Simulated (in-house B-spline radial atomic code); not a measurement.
## B97-1 excitations of Sb5+

Method: B97-1. Computed with a B-spline radial code for spherical atoms: linear response of the closed shell [Kr] 4d10 with the functional's adiabatic kernel; scalar-relativistic (spin-free one-electron X2C), finite nucleus, no spin-orbit coupling, no double excitations, S, P, D and F terms only; shells from n = 2 respond. Only terms of natural parity with L up to 3 were computed.

Command:
```bash
python run_td.py task.json out
```
Settings (radii: box in bohr, nucleus in fm):
```
Z                        51
electrons                46
configuration            [Kr] 4d10
hamiltonian              x2c
method                   b97_1
box_radius               16.35
rms_radius               4.6802
intervals                70
```

Cost of the run: 3.1 s on 1 thread of Intel(R) Xeon(R) Platinum 8259CL CPU @ 2.50GHz (Skylake/Cascade Lake) (shared host).

The lowest states, in the order of their Tamm-Dancoff energies; the method's threshold (minus the highest occupied level) is 92.02 eV. Labels give the largest channel, * marks a mixed state, and oscillator strengths are full-response dipole values. Semilocal kernels can invert the small singlet-triplet splittings of Rydberg terms. Energies in eV:

```json
{"state": "4d → 5s 3D", "full response": "29.061", "Tamm-Dancoff": "29.078", "oscillator strength": "-"}
{"state": "4d → 5s 1D", "full response": "29.696", "Tamm-Dancoff": "29.707", "oscillator strength": "-"}
{"state": "4d → 5p 3P", "full response": "40.67", "Tamm-Dancoff": "40.70", "oscillator strength": "-"}
{"state": "4d → 5p 3F", "full response": "40.84", "Tamm-Dancoff": "40.86", "oscillator strength": "-"}
{"state": "4d → 5p 1F", "full response": "41.08", "Tamm-Dancoff": "41.09", "oscillator strength": "-"}
{"state": "4d → 5p 1P", "full response": "42.06", "Tamm-Dancoff": "42.13", "oscillator strength": "0.935"}
{"state": "4d → 5d 3S", "full response": "56.59", "Tamm-Dancoff": "56.61", "oscillator strength": "-"}
{"state": "4d → 5d 3D", "full response": "57.21", "Tamm-Dancoff": "57.21", "oscillator strength": "-"}
{"state": "4d → 5d 1D", "full response": "?", "Tamm-Dancoff": "?", "oscillator strength": "-"}
{"state": "4d → 4f 3P", "full response": "59.71", "Tamm-Dancoff": "59.74", "oscillator strength": "-"}
{"state": "4d → 4f 3F", "full response": "60.52", "Tamm-Dancoff": "60.54", "oscillator strength": "-"}
{"state": "4d → 5d 1S", "full response": "?", "Tamm-Dancoff": "?", "oscillator strength": "-"}
{"state": "4d → 6s 3D", "full response": "61.57", "Tamm-Dancoff": "61.58", "oscillator strength": "-"}
{"state": "4d → 4f 1F", "full response": "61.72", "Tamm-Dancoff": "61.75", "oscillator strength": "-"}
{"state": "4d → 6s 1D", "full response": "61.85", "Tamm-Dancoff": "61.85", "oscillator strength": "-"}
{"state": "4d → 6p 3P", "full response": "65.83", "Tamm-Dancoff": "65.84", "oscillator strength": "-"}
```

(1) Where does 4d → 5d 1D lie?

(2) Where does 4d → 5d 1S lie?

(3) How large is the singlet-triplet splitting of 4d → 5s (D terms) in Tamm-Dancoff?

(4) What polarisabilities and dispersion coefficient does the method give?

Results:

(1) At 57.58 eV in full response, 57.59 eV in Tamm-Dancoff.

(2) At 60.79 eV in full response, 61.21 eV in Tamm-Dancoff.

(3) 0.628 eV, from the unrounded values.

(4) Dipole 1.746 bohr³, quadrupole 2.98 bohr⁵, C6 6.009 hartree·bohr⁶ for two such species.
